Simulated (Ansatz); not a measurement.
The same molecule with X = Si, Ge, Sn. Ansatz, PBE0-D4/def2-TZVP geometries, multiplicity 2. Each molecule was computed in one conformer, which needn't be the lowest.

Elements past krypton have def2 core potentials. Scalar relativity is left out up to krypton.

```csv
X,molecule,mean X–Cl bond length / Å,mean X–S bond length / Å,size of the dipole moment (ωB97M-V/def2-TZVPP) / D,size of the dipole moment (B3LYP/def2-TZVPP) / D,size of the dipole moment (PBE/def2-TZVPP) / D
Ge,`[SH][Ge]([Cl])[Cl]`•,2.160,2.226,1.88,1.86,1.75
Sn,`[SH][Sn]([Cl])[Cl]`•,2.342,2.418,2.45,2.43,2.27
```

Problem. Give the row for X = Si, `S[Si](Cl)Cl`•. (Best estimate.)

Solution. The calculation gave: 
```json
{"X": "Si", "molecule": "`S[Si](Cl)Cl`•", "mean X–Cl bond length / Å": "2.053", "mean X–S bond length / Å": "2.127", "size of the dipole moment (ωB97M-V/def2-TZVPP) / D": "1.37", "size of the dipole moment (B3LYP/def2-TZVPP) / D": "1.35", "size of the dipole moment (PBE/def2-TZVPP) / D": "1.27"}
```

From Si to Sn the mean X–Cl bond length rises at each step, by 0.289 Å in all; the mean X–S bond length rises at each step, by 0.291 Å in all. Bonds lengthen as the atom grows down the group. Dipoles are sizes alone, and their direction can turn along the series.

B3LYP here is the variant with VWN-RPA as its local correlation; programs differ in this.
